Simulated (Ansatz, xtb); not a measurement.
**Relaxing a trial structure of C2H5Al2**

The starting geometry of this gas-phase doublet was built from a drawn formula by distance geometry and a force field; its bonds are those of `[AlH2][C@@H]1[CH][AlH]1`.

```
atom    x (Å)    y (Å)    z (Å)
   C   1.9165  -1.3415  -0.5902
   C   2.1554  -1.6853  -2.0554
  Al   0.4256  -0.1110  -0.2491
  Al   1.3739  -3.1697  -0.9927
   H  -0.2765  -0.0050   1.2343
   H  -0.3854   0.4453  -1.4769
   H   2.8664  -1.2433   0.0132
   H   1.3826  -1.3248  -2.7403
   H   0.7690  -4.6404  -0.7034
```

Predict what becomes of its bonds when it is optimised with r2SCAN-D4/def2-SVP.

A new bond forms, giving a structure given below by its coordinates. Distances that change by over a tenth: C1–C2 (1.52 → 1.36 Å), C1–Al4 (1.95 → 2.21 Å). Contacts that close: Al3–Al4 (3.29 → 2.68 Å).

The energy falls by 1.79 eV over 27 steps:

```
step  E − E(last) (eV)
   1             1.788
   4             1.122
   7             1.075
  10             1.065
  13             1.008
  15             0.896
  18             0.324
  21             0.064
  24             0.003
  27             0.000
```

Final geometry (Å):

```xyz
9

C     1.8534   -1.0241   -0.9988
C     2.0782   -1.9134   -2.0082
Al    0.0864   -0.5290   -0.0809
Al    0.7208   -2.9115   -1.1440
H     0.0983   -0.4412    1.5076
H    -0.8850    0.3340   -0.9971
H     2.6356   -0.2950   -0.6923
H     2.9900   -1.9169   -2.6179
H     0.6499   -4.3788   -0.5288
```

From the same start GFN2-xTB ends elsewhere, at `[AlH]/[CH]=[CH]/[AlH2]`.

The end wasn't checked by frequencies. Open shells are spin-unrestricted. Run with Ansatz 0.2.0, 2.6 min on 2 threads of Arm Neoverse V2 (shared host).
